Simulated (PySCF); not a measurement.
# Mg (magnesium, neutral) across methods

[Ne] 3p2, high-spin 3P determinant (an excited configuration). Computed with PySCF 2.14 in x2c-QZVPPall with one added diffuse shell each of s, p, d, f type (10s7p6d3f, 82 functions), with scalar relativity by spin-free X2C-1e.

| method | E (hartree) | mean ε 2p α (eV) | mean ε 2p β (eV) | mean ε 3p α (eV) | Σ⟨r²⟩ (bohr²) | ⟨S²⟩ |
| --- | --- | --- | --- | --- | --- | --- |
| UHF | -199.69022 | -66.035 | -65.756 | -4.834 | 44.27 | 2.000 |
| CAM-B3LYP | -200.1330 | -55.627 | -55.464 | -4.253 | 41.09 | 2.000 |
| LDA | -199.2029 | -50.256 | -50.110 | -2.999 | 40.77 | 2.000 |
| r2SCAN | -200.1259 | -51.604 | -51.471 | -3.089 | 40.83 | 2.000 |
| wB97X | -200.1244 | -56.582 | -56.492 | -4.911 | 42.05 | 2.000 |
| r2SCAN0 | -200.1132 | -55.404 | -55.232 | -3.581 | 41.37 | 2.000 |
| PBEsol | -199.5948 | -50.069 | -49.933 | -2.979 | 40.79 | 2.000 |
| PBE | -200.0339 | -50.155 | -50.014 | -3.027 | 40.67 | 2.000 |
| PBE0 | -200.0442 | -54.387 | -54.209 | -3.571 | 41.16 | 2.000 |
